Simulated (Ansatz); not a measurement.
One change: `NC([SiH3])[SeH]` becomes `N[CH]([SiH3])[ZnH]`.

Ansatz, PBE0-D4/def2-TZVP geometries, multiplicity 1. Each molecule was computed in one conformer, which needn't be the lowest.

Scalar relativity is left out up to krypton.

```tsv
property	`NC([SiH3])[SeH]`
HOMO energy (ωB97M-V/def2-TZVPP) / eV	-8.59
HOMO–LUMO gap (ωB97M-V/def2-TZVPP) / eV	10.06
HOMO–LUMO gap (PBE0/def2-TZVPP) / eV	6.10
HOMO energy (B3LYP/def2-TZVPP) / eV	-6.18
LUMO energy (PBE0/def2-TZVPP) / eV	-0.29
HOMO energy (PBE0/def2-TZVPP) / eV	-6.39
```

Give the same properties after the change, and the shifts. (An estimate is asked.)

Computed: 
| property | `N[CH]([SiH3])[ZnH]` | shift |
| --- | --- | --- |
| HOMO energy (ωB97M-V/def2-TZVPP) / eV | -8.20 | 0.39 |
| HOMO–LUMO gap (ωB97M-V/def2-TZVPP) / eV | 8.85 | -1.21 |
| HOMO–LUMO gap (PBE0/def2-TZVPP) / eV | 5.28 | -0.82 |
| HOMO energy (B3LYP/def2-TZVPP) / eV | -5.83 | 0.35 |
| LUMO energy (PBE0/def2-TZVPP) / eV | -0.72 | -0.43 |
| HOMO energy (PBE0/def2-TZVPP) / eV | -6.01 | 0.38 |

With PBE0 the HOMO rises by 0.38 eV and the LUMO falls by 0.43 eV, so the gap narrows by about 0.81 eV. PBE moves the HOMO by 0.35 eV and ωB97M-V by 0.39 eV.

B3LYP here is the variant with VWN-RPA as its local correlation; programs differ in this.

Spin–orbit coupling is left out; it splits and shifts lone-pair levels of the heavy atoms by tenths of an eV.
